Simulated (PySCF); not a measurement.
# Computed records: B2H5OSi, B2H5Si, CH7B2Si, C2H6BO and others

All values are calculated (PySCF 2.14.0). Calculation on a computer-drawn molecule: the log of a Hartree-Fock and frozen-core CCSD(T) single point meant for a local Hartree-Fock minimum, with one planted fault or none, to be diagnosed. Offsets are logged minus clean, where the clean run is the same molecule without the fault. The reference is restricted for singlets and unrestricted otherwise, and also for a bond in bohr or an excited solution. Adding or removing an electron swaps singlet and doublet. The excited solution moves the top pair (singlet) or top alpha electron (doublet) to the lowest empty orbital. Highest occupied and lowest empty are orbital energies over both spins, largest force is the largest gradient component, triples share is (T) over the correlation energy, the T1 limit is 0.02 restricted and 0.045 unrestricted, electrons count all cores, a negative frequency is imaginary (commonest isotopes), and the dipole is about the centre of nuclear charge.

Common to all runs: meant charge 0; meant multiplicity 2; logged SCF converged yes; possible faults no fault, one electron removed, one electron added, multiplicity raised by two, geometry at a saddle point, SCF held on an excited solution, minimal basis STO-3G, one bond length entered in bohr, all coordinates scaled.

(1) 
```xyz
9
formula=B2H5OSi meant_basis=cc-pV(D+d)Z logged_electrons=38 logged_basis_functions=90 logged_spin_squared=0 logged_highest_occupied=-1.0285 logged_lowest_empty=7.6649 logged_largest_force=0.041378 logged_T1_diagnostic=0.018653 logged_D1_diagnostic=0.056761 logged_triples_share=0.030364 logged_CC_converged=yes logged_dipole_magnitude=5.1274 logged_SCF_stable_within_its_kind=yes logged_energy_HF=-416.03856 logged_energy_CCSD(T)=-416.57391 planted_fault=one_electron_added HF_energy_offset_from_clean_run=-0.4977 CCSD(T)_energy_offset_from_clean_run=-27.2
B     -0.2781     0.5640     0.2803
B     -1.4785    -0.3900    -0.1040
Si    -2.2149    -0.4906    -1.9984
O     -3.8752    -0.4353    -2.0145
H      0.6168     1.2972     0.5261
H     -1.9699    -1.1033     0.7325
H     -1.7878     0.6299    -2.8639
H     -1.7300    -1.7534    -2.6165
H     -4.3455    -1.0071    -1.4270
```

Units: logged_highest_occupied, logged_lowest_empty in eV; logged_largest_force in hartree/bohr; logged_dipole_magnitude in debye; logged_energy_HF, logged_energy_CCSD(T) in hartree; HF_energy_offset_from_clean_run, CCSD(T)_energy_offset_from_clean_run in kcal/mol.

Drawn bonds:
```csv
atom,other atom,order
1,2,1
2,3,1
3,4,1
1,5,1
2,6,1
3,7,1
3,8,1
4,9,1
```

(2) 
```xyz
9
formula=B2H5OSi meant_basis=cc-pV(D+d)Z logged_electrons=37 logged_basis_functions=29 logged_spin_squared=0.7564 logged_highest_occupied=-7.0308 logged_lowest_empty=5.2736 logged_largest_force=0.043184 logged_T1_diagnostic=0.019727 logged_D1_diagnostic=0.078426 logged_triples_share=0.017914 logged_CC_converged=yes logged_dipole_magnitude=1.9565 logged_SCF_stable_within_its_kind=yes logged_energy_HF=-410.99435 logged_energy_CCSD(T)=-411.17789 planted_fault=minimal_basis_STO-3G HF_energy_offset_from_clean_run=3165 CCSD(T)_energy_offset_from_clean_run=3359
B     -0.2781     0.5640     0.2803
B     -1.4785    -0.3900    -0.1040
Si    -2.2149    -0.4906    -1.9984
O     -3.8752    -0.4353    -2.0145
H      0.6168     1.2972     0.5261
H     -1.9699    -1.1033     0.7325
H     -1.7878     0.6299    -2.8639
H     -1.7300    -1.7534    -2.6165
H     -4.3455    -1.0071    -1.4270
```

Units: logged_highest_occupied, logged_lowest_empty in eV; logged_largest_force in hartree/bohr; logged_dipole_magnitude in debye; logged_energy_HF, logged_energy_CCSD(T) in hartree; HF_energy_offset_from_clean_run, CCSD(T)_energy_offset_from_clean_run in kcal/mol.

Drawn bonds:
```csv
atom,other atom,order
1,2,1
2,3,1
3,4,1
1,5,1
2,6,1
3,7,1
3,8,1
4,9,1
```

(3) 
```xyz
8
formula=B2H5Si meant_basis=cc-pV(D+d)Z logged_electrons=29 logged_basis_functions=76 logged_spin_squared=0.7636 logged_highest_occupied=-7.1225 logged_lowest_empty=-0.44926 logged_largest_force=0.068012 logged_dipole_magnitude=0.56126 logged_SCF_stable_within_its_kind=no logged_energy_HF=-341.05889 planted_fault=SCF_held_on_an_excited_solution HF_energy_offset_from_clean_run=41.43
B     -0.3812     0.0345    -1.6525
B     -1.7192    -0.4356    -0.9519
Si    -3.4156    -0.6976    -2.0534
H      0.5922     0.3870    -2.2243
H     -1.7659    -0.6469     0.2297
H     -3.8834    -2.1035    -1.9438
H     -4.4957     0.1885    -1.5479
H     -3.2282    -0.3980    -3.4973
```

Units: logged_highest_occupied, logged_lowest_empty in eV; logged_largest_force in hartree/bohr; logged_dipole_magnitude in debye; logged_energy_HF in hartree; HF_energy_offset_from_clean_run in kcal/mol.

Drawn bonds:
```csv
atom,other atom,order
1,2,1
2,3,1
1,4,1
2,5,1
3,6,1
3,7,1
3,8,1
```

Notes: coupled-cluster numbers left out as unreliable.

(4) 
```xyz
11
formula=CH7B2Si meant_basis=cc-pV(D+d)Z logged_electrons=38 logged_basis_functions=100 logged_spin_squared=0 logged_highest_occupied=0.27509 logged_lowest_empty=6.7704 logged_largest_force=0.042419 logged_T1_diagnostic=0.063961 logged_D1_diagnostic=0.29478 logged_triples_share=0.041033 logged_CC_converged=yes logged_dipole_magnitude=6.6795 logged_SCF_stable_within_its_kind=yes logged_energy_HF=-380.10654 logged_energy_CCSD(T)=-380.62507 planted_fault=one_electron_added HF_energy_offset_from_clean_run=40.14 CCSD(T)_energy_offset_from_clean_run=6.422
B      0.2156     0.0851     0.5482
C     -0.5308     1.4415     0.5417
B     -1.4421     1.6292    -0.7165
Si    -1.7039     1.3823     2.0566
H      1.3747    -0.1130     0.7787
H      0.1333     2.2950     0.7233
H     -2.1824     0.7533    -1.0711
H     -1.4251     2.6588    -1.3341
H     -0.9178     1.1126     3.2815
H     -2.3598     2.7013     2.2044
H     -2.7353     0.3373     1.8964
```

Units: logged_highest_occupied, logged_lowest_empty in eV; logged_largest_force in hartree/bohr; logged_dipole_magnitude in debye; logged_energy_HF, logged_energy_CCSD(T) in hartree; HF_energy_offset_from_clean_run, CCSD(T)_energy_offset_from_clean_run in kcal/mol.

Drawn bonds:
```csv
atom,other atom,order
1,2,1
2,3,1
2,4,1
1,5,1
2,6,1
3,7,1
3,8,1
4,9,1
4,10,1
4,11,1
```

Notes: T1 above single-reference limit; highest electron not bound in this basis.

(5) 
```xyz
10
formula=C2H6BO meant_basis=cc-pVDZ logged_electrons=31 logged_basis_functions=86 logged_spin_squared=0.7532 logged_highest_occupied=-9.1699 logged_lowest_empty=2.0676 logged_largest_force=4.148e-05 logged_lowest_frequency=154.85 logged_T1_diagnostic=0.010153 logged_D1_diagnostic=0.028181 logged_triples_share=0.025547 logged_CC_converged=yes logged_dipole_magnitude=1.8676 logged_SCF_stable_within_its_kind=yes logged_energy_HF=-178.69785 logged_energy_CCSD(T)=-179.28833 planted_fault=no_fault HF_energy_offset_from_clean_run=0 CCSD(T)_energy_offset_from_clean_run=0
B     -1.0045     0.2290     1.9654
C     -2.4642     0.2107     1.3810
C     -2.7183     1.2617     0.2978
O     -3.4095     0.3127     2.4271
H     -0.6685     0.1568     3.1101
H     -2.5375    -0.7852     0.9072
H     -2.0108     1.1583    -0.5265
H     -3.7287     1.1567    -0.1091
H     -2.6298     2.2702     0.7078
H     -4.2808     0.2224     2.0689
```

Units: logged_highest_occupied, logged_lowest_empty in eV; logged_largest_force in hartree/bohr; logged_lowest_frequency in cm⁻¹; logged_dipole_magnitude in debye; logged_energy_HF, logged_energy_CCSD(T) in hartree; HF_energy_offset_from_clean_run, CCSD(T)_energy_offset_from_clean_run in kcal/mol.

Drawn bonds:
```csv
atom,other atom,order
1,2,1
2,3,1
2,4,1
1,5,1
2,6,1
3,7,1
3,8,1
3,9,1
4,10,1
```

(6) 
```xyz
10
formula=CH6BOSi meant_basis=cc-pV(D+d)Z logged_electrons=39 logged_basis_functions=95 logged_spin_squared=0.7538 logged_highest_occupied=-9.2683 logged_lowest_empty=1.7657 logged_largest_force=2.351e-05 logged_lowest_frequency=144.82 logged_T1_diagnostic=0.013563 logged_D1_diagnostic=0.040753 logged_triples_share=0.026022 logged_CC_converged=yes logged_dipole_magnitude=1.2469 logged_SCF_stable_within_its_kind=yes logged_energy_HF=-429.75958 logged_energy_CCSD(T)=-430.31527 planted_fault=no_fault HF_energy_offset_from_clean_run=0 CCSD(T)_energy_offset_from_clean_run=0
B      0.6804    -0.6610    -0.8317
C     -0.8271    -0.5836    -1.1677
O     -1.3624     0.6798    -1.5306
Si    -1.2930    -1.7620    -2.6002
H      1.2874    -1.6338    -0.4928
H     -1.3554    -0.9859    -0.2848
H     -0.8062     1.3665    -1.1949
H     -1.0098    -3.1630    -2.2092
H     -0.5113    -1.4280    -3.8124
H     -2.7336    -1.6080    -2.8885
```

Units: logged_highest_occupied, logged_lowest_empty in eV; logged_largest_force in hartree/bohr; logged_lowest_frequency in cm⁻¹; logged_dipole_magnitude in debye; logged_energy_HF, logged_energy_CCSD(T) in hartree; HF_energy_offset_from_clean_run, CCSD(T)_energy_offset_from_clean_run in kcal/mol.

Drawn bonds:
```csv
atom,other atom,order
1,2,1
2,3,1
2,4,1
1,5,1
2,6,1
3,7,1
4,8,1
4,9,1
4,10,1
```
